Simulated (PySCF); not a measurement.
Ge, charge +1, quartet; PySCF with TPSS/cc-pVTZ.

Input for PySCF:
```python
from pyscf import gto, scf, dft

mol = gto.Mole()
mol.atom = '''
    Ge    0.000000    0.000000    0.000000
'''
mol.basis = 'cc-pvtz'
mol.charge = 1
mol.spin = 3
mol.verbose = 4
mol.build()

mf = dft.ROKS(mol)
mf.xc = 'tpss'
mf.kernel()
mf.analyze()
```

What the program printed (banner, timings and long lists left out):

```
PySCF version 2.14.0

[INPUT] verbose = 4
[INPUT] num. atoms = 1
[INPUT] num. electrons = 31
[INPUT] charge = 1
[INPUT] spin (= nelec alpha-beta = 2S) = 3
[INPUT] symmetry False subgroup None
[INPUT] Mole.unit = angstrom
[INPUT] Symbol           X                Y                Z      unit          X                Y                Z       unit  Magmom
[INPUT]  1 Ge     0.000000000000   0.000000000000   0.000000000000 AA    0.000000000000   0.000000000000   0.000000000000 Bohr   0.0

nuclear repulsion = 0
number of shells = 10
number of NR pGTOs = 111
number of NR cGTOs = 43
basis = cc-pvtz
ecp = {}

******** <class 'pyscf.dft.roks.ROKS'> ********
method = ROKS
initial guess = minao
damping factor = 0
level_shift factor = 0
DIIS = <class 'pyscf.scf.diis.CDIIS'>
diis_start_cycle = 1
diis_space = 8
diis_damp = 0
SCF conv_tol = 1e-09
SCF conv_tol_grad = None
SCF max_cycles = 50
direct_scf = True
direct_scf_tol = 1e-13
num. doubly occ = 14  num. singly occ = 3
XC library pyscf.dft.libxc version 7.1.2
    S. Lehtola, C. Steigemann, M. J. T. Oliveira, and M. A. L. Marques,  SoftwareX 7, 1–5 (2018)
XC functionals = tpss
    J. Tao, J. P. Perdew, V. N. Staroverov, and G. E. Scuseria,  Phys. Rev. Lett. 91, 146401 (2003)
    J. P. Perdew, J. Tao, V. N. Staroverov, and G. E. Scuseria,  J. Chem. Phys. 120, 6898 (2004)
    J. Tao, J. P. Perdew, V. N. Staroverov, and G. E. Scuseria,  Phys. Rev. Lett. 91, 146401 (2003)
    J. P. Perdew, J. Tao, V. N. Staroverov, and G. E. Scuseria,  J. Chem. Phys. 120, 6898 (2004)
radial grids:
    Treutler-Ahlrichs [JCP 102, 346 (1995); DOI:10.1063/1.469408] (M4) radial grids

becke partition: Becke, JCP 88, 2547 (1988); DOI:10.1063/1.454033
pruning grids: <function nwchem_prune>
grids dens level: 3
symmetrized grids: False
atomic radii adjust function: <function treutler_atomic_radii_adjust>
small_rho_cutoff = 0
Set gradient conv threshold to 3.16228e-05
tot grids = 20640
init E= -2076.27579688814

WARN: HOMO -0.123114396331714 >= LUMO -0.123114396331709

cycle= 1 E= -2076.3103188943  delta_E= -0.0345  |g|= 0.639  |ddm|= 0.92

WARN: HOMO -0.509404209308745 >= LUMO -0.512078473486583

cycle= 2 E= -2076.35565997578  delta_E= -0.0453  |g|= 0.642  |ddm|= 0.772

WARN: HOMO -0.445991788297906 >= LUMO -0.449271040554056

cycle= 3 E= -2076.40482942792  delta_E= -0.0492  |g|= 0.0266  |ddm|= 0.276

WARN: HOMO -0.421734163391695 >= LUMO -0.42538834313899

cycle= 4 E= -2076.4051287393  delta_E= -0.000299  |g|= 0.00472  |ddm|= 0.0382

WARN: HOMO -0.421507802221068 >= LUMO -0.425023439798065

cycle= 5 E= -2076.40513132429  delta_E= -2.58e-06  |g|= 5.01e-05  |ddm|= 0.00273

WARN: HOMO -0.421586625049232 >= LUMO -0.425099144642222

cycle= 6 E= -2076.40513132511  delta_E= -8.19e-10  |g|= 2.09e-06  |ddm|= 7.66e-05

WARN: HOMO -0.421588990554059 >= LUMO -0.425101037275474

Extra cycle  E= -2076.4051313251  delta_E= 5.91e-12  |g|= 1.48e-06  |ddm|= 2.58e-05
converged SCF energy = -2076.4051313251
**** SCF Summaries ****
Total Energy =                       -2076.405131325103412
Nuclear Repulsion Energy =               0.000000000000000
One-electron Energy =                -2881.101497305177418
Two-electron Energy =                  804.696365980073892
Two-electron Coulomb Energy =          883.397181589052252
DFT Exchange-Correlation Energy =      -78.700815608978360
HOMO-LUMO gap [eV] =                    -0.095567659056706
**** MO energy ****
                Roothaan           | alpha              | beta
MO #1   energy= -398.133839067988  | -398.136439957723  | -398.131238178254  occ= 2
MO #2   energy= -49.7055813510874  | -49.7071689501794  | -49.7039937519958  occ= 2
MO #3   energy= -44.2466682600852  | -44.2481845836248  | -44.2451519365458  occ= 2
MO #4   energy= -44.241219512089   | -44.2439784411209  | -44.2384605830574  occ= 2
MO #5   energy= -44.2412195075302  | -44.2439784392536  | -44.2384605758067  occ= 2
MO #6   energy= -6.43494286551556  | -6.43985495413103  | -6.43003077710499  occ= 2
MO #7   energy= -4.63315988301114  | -4.63743734850511  | -4.62888241751714  occ= 2
MO #8   energy= -4.61489718070623  | -4.62097718655172  | -4.60881717541247  occ= 2
MO #9   energy= -4.61489716925471  | -4.62097717045369  | -4.60881716860657  occ= 2
MO #10  energy= -1.50184903960604  | -1.50926313855829  | -1.49443494730435  occ= 2
MO #11  energy= -1.49743056167531  | -1.50575433603925  | -1.48910678731148  occ= 2
MO #12  energy= -1.49743054042639  | -1.50575432653751  | -1.48910675431598  occ= 2
MO #13  energy= -1.48329192561068  | -1.49343187069713  | -1.47315198052422  occ= 2
MO #14  energy= -1.48329191609383  | -1.49343186956547  | -1.47315196262218  occ= 2
MO #15  energy= -0.733109586329386 | -0.788079178182044 | -0.67813996871475  occ= 1
MO #16  energy= -0.425101037275474 | -0.464865555781931 | -0.385336517536039 occ= 0
MO #17  energy= -0.42159513998228  | -0.475874305535136 | -0.36731593793566  occ= 1
MO #18  energy= -0.421588990554059 | -0.475874330677858 | -0.367303614989456 occ= 1
MO #19  energy= -0.0837035419740659 | -0.125197511034465 | -0.0422095839586596 occ= 0
MO #20  energy= -0.0329551862488965 | -0.0719751099712717 | 0.00606473749394638 occ= 0
MO #21  energy= -0.0329451958776179 | -0.0719755379739694 | 0.00608514622984028 occ= 0
MO #22  energy= -0.0304524161750556 | -0.0744183440585568 | 0.0135135117081889 occ= 0
MO #23  energy= -0.030444479596474 | -0.0744182438399763 | 0.0135292846468802 occ= 0
MO #24  energy= -0.0281723589270819 | -0.0624285306996106 | 0.00608380551892802 occ= 0
MO #25  energy= -0.0236299660380994 | -0.0585886795227498 | 0.0113287474395008 occ= 0
 ** Mulliken pop on meta-lowdin orthogonal AOs  **
 ** Mulliken pop  **
 ** Mulliken atomic charges  **
charge of    0Ge =      1.00000

WARN: System has nonzero charge 1; the dipole moment is origin-dependent.
Location of origin: [0. 0. 0.]

Dipole moment(X, Y, Z, Debye): -0.00000, -0.00000, -0.00000
```
